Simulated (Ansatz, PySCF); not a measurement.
Species: SbBr2 (charge +1, singlet). It need not be the lowest isomer of its formula. 
Structure (B3LYP-D3(BJ)/def2-TZVP (Ansatz, a program for electronic structure) minimum search):
SMILES: [Br][Sb+][Br]
```xyz
3

Sb     0.7390     0.4206     0.2536
Br    -0.8886     1.0623    -1.4342
Br    -0.1882    -1.6751     1.0648
```
Charge +1, spin multiplicity 1.

Total electronic energies in hartree. Cores are frozen in the correlated levels unless marked. Spin-orbit coupling is left out. Frozen are the shells of the preceding noble gas and the d and f shells that filled before the atom's block. In def2 rows, elements after Kr have scalar-relativistic effective core potentials. CBS(X,Y): correlation extrapolated as X^-3; Hartree-Fock from the larger set. [CCSD(T)-MP2]/basis is that difference in the basis named.

| level | program | energy (Eh) |
|---|---|---|
| RI-HF/def2-TZVPPD | Ansatz | -5383.88997 |
| BLYP-D3(BJ)/def2-TZVPD | Ansatz + dftd3 | -5388.37782 |
| TPSS-D4/def2-TZVPD | PySCF + dftd4 | -5388.08171 |
| TPSSh-D4/def2-TZVPD | PySCF + dftd4 | -5388.10259 |
| r2SCAN0-D4/def2-TZVPD | Ansatz + dftd4 | -5388.37301 |
| CAM-B3LYP-D3(BJ)/def2-TZVPD | Ansatz + dftd3 | -5388.58325 |
| MP2/def2-SVPD | Ansatz | -5383.57462 |
| CCSD(T)/def2-SVPD | Ansatz | -5383.61718 |
| RI-MP2/CBS(def2-TZVPPD,def2-QZVPPD)+[CCSD(T)-MP2]/def2-TZVPPD | Ansatz | -5384.5350 |

Totals of different functionals don't rank their quality; only differences between species are comparable.
